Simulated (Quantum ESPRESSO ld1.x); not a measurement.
Results of a calculation; reference values are marked as such.
Q: All-electron atom: Mo+ in [Kr] 4d5. Code: ld1.x of Quantum ESPRESSO 7.5. Model: non-relativistic Kohn-Sham, revPBE, spin-unpolarised, spherical densities, point nucleus; relativity is left out, which matters for an element this heavy. Some entries of the table are withheld. Estimate them.

| orbital | occ. | eigenvalue (eV) | <1/r> (bohr^-1) |
|---|---|---|---|
| 1s | 2 | (1) | 41.49 |
| 2s | 2 | -2689.88 | 9.351 |
| 2p | 6 | -2477.79 | 9.344 |
| 3s | 2 | -461.533 | 3.242 |
| 3p | 6 | -380.038 | (2) |
| 3d | 10 | -230.855 | 2.969 |
| 4s | 2 | -67.3580 | 1.190 |
| 4p | 6 | -44.3462 | 1.071 |
| 4d | 5 | -10.4754 | 0.7246 |

A: 
(1) 1s eigenvalue (eV): -19332.7
(2) 3p <1/r> (bohr^-1): 3.149
